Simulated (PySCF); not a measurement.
J couplings in (CH3)3CCHF2

Bonds (- single, = double, # triple, : aromatic): C1-C2, C2-C3, C2-C4, C2-C5, C5-F6, C5-F7. C1 carries H8, H9, H10; C3 carries H11, H12, H13; C4 carries H14, H15, H16; C5 carries H17.

Method: B3LYP/pcJ-1 (spin–dipole term only in couplings to heteroatoms)//GFN2-xTB, PySCF 2.14; isolated molecule, single conformer, non-relativistic. Couplings are averaged over pairs made equivalent by symmetry, fast rotation or ring inversion, so a value needn't be that of the named pair in this geometry, while other rotamers aren't included; one pair stands for each set, and the list holds those of at least 1.5 Hz over up to four bonds. One-bond C–F couplings come out tens of Hz too large with common functionals.

Isotopes: ¹³C, ¹⁹F, ¹H.

```json
{"pair": "C1, C2", "bonds": "1", "J (Hz)": "35.0"}
{"pair": "C1, H8", "bonds": "1", "J (Hz)": "?"}
{"pair": "C2, C5", "bonds": "1", "J (Hz)": "44.1"}
{"pair": "C5, F6", "bonds": "1", "J (Hz)": "?"}
{"pair": "C5, H17", "bonds": "1", "J (Hz)": "?"}
{"pair": "C2, F6", "bonds": "2", "J (Hz)": "17.3"}
{"pair": "C2, H8", "bonds": "2", "J (Hz)": "-3.5"}
{"pair": "C2, H17", "bonds": "2", "J (Hz)": "5.8"}
{"pair": "F6, F7", "bonds": "2", "J (Hz)": "?"}
{"pair": "F6, H17", "bonds": "2", "J (Hz)": "63.8"}
{"pair": "H8, H9", "bonds": "2", "J (Hz)": "?"}
{"pair": "C1, F6", "bonds": "3", "J (Hz)": "2.8"}
{"pair": "C1, H11", "bonds": "3", "J (Hz)": "4.9"}
{"pair": "C1, H17", "bonds": "3", "J (Hz)": "2.0"}
{"pair": "C5, H8", "bonds": "3", "J (Hz)": "5.2"}
```

**Question.** Estimate the withheld couplings, with signs.

**Answer.** 
- ¹J(C1,H8) = 133.2 Hz (bond length 1.087 Å, sp3 carbon)
- ¹J(C5,F6) = -302.3 Hz (bond length 1.356 Å)
- ¹J(C5,H17) = 184.5 Hz (bond length 1.102 Å, sp3 carbon)
- ²J(F6,F7) = 248.4 Hz (angle at C5 106°)
- ²J(H8,H9) = -13.5 Hz
